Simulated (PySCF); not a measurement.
## Working out the ionisation energy of Co

Co [Ar] 3d7 4s2 (4F) → Co⁺ [Ar] 3d8 (3F). All numbers are calculated (PySCF 2.14, the non-relativistic Hamiltonian (point nucleus), in pcseg-2). Frozen: [Ar]. Energies in hartree (1 hartree = 27.21139 eV):

```csv
part,Co (lower),Co⁺ (upper)
UHF,-1381.400413,-1381.109616
MP2 opposite-spin,-0.131691,-0.154784
MP2 same-spin,-0.082964,-0.093708
```

What does Hartree-Fock give?

(-1381.109616) − (-1381.400413) = 0.290797 hartree = 7.913 eV.

What do MP2 and SCS-MP2 (6/5 opposite-spin, 1/3 same-spin) give?

The opposite-spin parts differ by -0.628 eV and the same-spin parts by -0.292 eV. MP2: 7.913 + (-0.628) + (-0.292) = 6.993 eV. SCS-MP2: 7.913 + 1.2 × (-0.628) + (-0.292)/3 = 7.062 eV.

Measured between the centres of the two terms (NIST): 7.869 eV, so MP2 (valence) is off by -0.876 eV.

The calculation is non-relativistic.

What remains against the reference includes basis incompleteness, the frozen core and correlation beyond second order.
